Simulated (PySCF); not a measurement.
XPS shifts beside NMR shieldings

Species: C3H8OSi.
Z-matrix (Å and degrees, PBE0-D3(BJ)/def2-SVP geometry), rows numbered from 1:
```
C 
C   1  1.5312
O   2  1.4146  1  109.19
Si  3  1.6828  2  112.49  1    25.07
C   1  1.5372  2  107.88  3   -40.22
H   1  1.1032  2  108.96  3    78.55
H   1  1.1020  2  110.94  3  -164.00
H   2  1.1021  1  111.48  3  -120.29
H   2  1.1076  1  110.30  3   120.72
H   4  1.4934  3  110.61  2  -122.74
H   4  1.4933  3  111.80  2   116.32
H   5  1.0995  1  112.77  2   158.01
H   5  1.1031  1  111.12  2   -81.32
```

Binding energies: PySCF 2.14.0, delta-SCF UKS SCAN, pcX-2 on the ionised atom, pcseg-1 elsewhere, spin-free X2C. Shieldings: GIAO KT3/pcSseg-2, non-relativistic, same geometry.

```tsv
atom	isotropic shielding (ppm)
C1	149.4
C2	108.2
C5	169.9
```

What are the C 1s binding energies of these atoms?

```csv
atom,environment,C 1s (eV),isotropic shielding (ppm)
C5,sp3 carbon bound to silicon,290.28,169.9
C1,ring CH2 carbon,290.86,149.4
C2,sp3 carbon bound to oxygen,292.11,108.2
```

Among the listed atoms, is the one with the highest binding energy also the least shielded?

Yes: C2 has both (292.11 eV, 108.2 ppm).

By binding energy: C5 < C1 < C2. By shielding: C2 < C1 < C5.

Isolated species at its PBE0-D3(BJ)/def2-SVP geometry (one conformer only).
